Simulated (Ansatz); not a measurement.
One change: `[F][Al]1[CH2]O[SiH2]1` becomes `[CH3][Al]1[CH2]O[SiH2]1`.

Ansatz, PBE0-D4/def2-TZVP geometries, multiplicity 1. 

```json
{"property": "size of the dipole moment (ωB97M-V/def2-TZVPP) / D", "`[F][Al]1[CH2]O[SiH2]1`": "0.37"}
{"property": "LUMO energy (ωB97M-V/def2-TZVPP) / eV", "`[F][Al]1[CH2]O[SiH2]1`": "0.09"}
{"property": "HOMO energy (PBE/def2-TZVPP) / eV", "`[F][Al]1[CH2]O[SiH2]1`": "-6.19"}
{"property": "HOMO energy (PBE0/def2-TZVPP) / eV", "`[F][Al]1[CH2]O[SiH2]1`": "-7.29"}
{"property": "HOMO energy (B3LYP/def2-TZVPP) / eV", "`[F][Al]1[CH2]O[SiH2]1`": "-7.11"}
{"property": "size of the dipole moment (B3LYP/def2-TZVPP) / D", "`[F][Al]1[CH2]O[SiH2]1`": "0.25"}
```

Problem. What does the change do to each property? (Estimate.)

Solution. Computed: 
```
                                          property  `[CH3][Al]1[CH2]O[SiH2]1`  shift
size of the dipole moment (ωB97M-V/def2-TZVPP) / D                       3.11   2.74
             LUMO energy (ωB97M-V/def2-TZVPP) / eV                       0.07  -0.02
                 HOMO energy (PBE/def2-TZVPP) / eV                      -5.69   0.50
                HOMO energy (PBE0/def2-TZVPP) / eV                      -6.73   0.56
               HOMO energy (B3LYP/def2-TZVPP) / eV                      -6.56   0.55
  size of the dipole moment (B3LYP/def2-TZVPP) / D                       3.01   2.76
```

Dipoles are sizes alone; their direction can turn.

B3LYP here is the variant with VWN-RPA as its local correlation; programs differ in this.
